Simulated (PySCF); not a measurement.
WF5OH, optimised at PBE/def2-SVP:

```xyz
8

O     -0.1494     1.1188    -1.5217
W     -0.0547    -0.0092    -0.0618
F     -1.2123    -1.2468    -0.8583
F      1.1135     1.1398     0.8437
F     -1.5142     0.8279     0.7605
F      0.0248    -1.1473     1.4169
F      1.4121    -0.9315    -0.7703
H     -0.2403     1.7160    -2.2801
```

Method: PySCF energies (xtb for GFN2) plus ideal-gas RRHO corrections (1 bar). All species are closed-shell singlets. W: scalar-relativistic def2 core potential, no spin-orbit coupling. WF5OH: computed as isolated molecules; such fragments, hydroxides, amides, oligomers or adducts are transient or little studied in the gas. Warning, point group unlike the PBE0 one: WF5OH (GFN2-xTB).

Problem. List the harmonic frequencies (cm⁻¹, unscaled) at this level and at the other levels, each on its own geometry.

Solution. 
- PBE/def2-SVP: 52, 56, 159, 177, 178, 253, 291, 304, 304, 370, 371, 654, 665, 690, 690, 711, 778, 3825
- GFN2-xTB: 102, 102, 124, 200, 200, 236, 252, 269, 269, 385, 396, 402, 402, 425, 425, 448, 542, 3559
- PBE0/def2-TZVP: 84, 94, 153, 188, 214, 265, 300, 311, 318, 362, 398, 663, 673, 702, 706, 739, 814, 3938
